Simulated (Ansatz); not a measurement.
Consider the formal exchange of groups at the Si–O bond: `N[SiH2]OCO` + `N[SiH](F)F` → `N[SiH2][Si](N)(F)F` + `OCO`.

Program: Ansatz. Geometries: PBE0-D4/def2-TZVP. ΔE: electronic, gas phase. CCSD(T)/CBS is the MP2 limit (def2-TZVPP, def2-QZVPP) plus CCSD(T) − MP2 in def2-TZVPP, frozen cores. This one scheme is used for every species. Functionals use def2-TZVPP. One conformer a species, not always the lowest.

| species | ωB97M-V energy (Eh) |
| --- | --- |
| `N[SiH2]OCO` | -537.08356 |
| `N[SiH](F)F` | -545.94996 |
| `N[SiH2][Si](N)(F)F` | -892.01908 |
| `OCO` | -190.96773 |

Work out ΔE.

ΔE = (-892.01908) + (-190.96773) − (-537.08356) − (-545.94996) = 0.04671 Eh = +122.6 kJ/mol. CCSD(T)/CBS gives +121.0 kJ/mol.

Largest T1 diagnostic among the species: 0.012.

From PBE to PBE0 (25 % exact exchange), in def2-TZVPP and without D4, ΔE moves by +8.5 kJ/mol. The D4 term adds −3.7 kJ/mol with B3LYP and −2.2 kJ/mol with PBE0; it sums over pairs of atoms, weighted by their polarisabilities, and B3LYP, whose exchange is more repulsive, gets the larger term. In def2-TZVPP, CCSD(T) changes the Hartree–Fock value by −18.3 kJ/mol (the triples alone add −2.2 kJ/mol) and MP2 by −10.2 kJ/mol.

B3LYP here is the variant with VWN-RPA as its local correlation; programs differ in this.
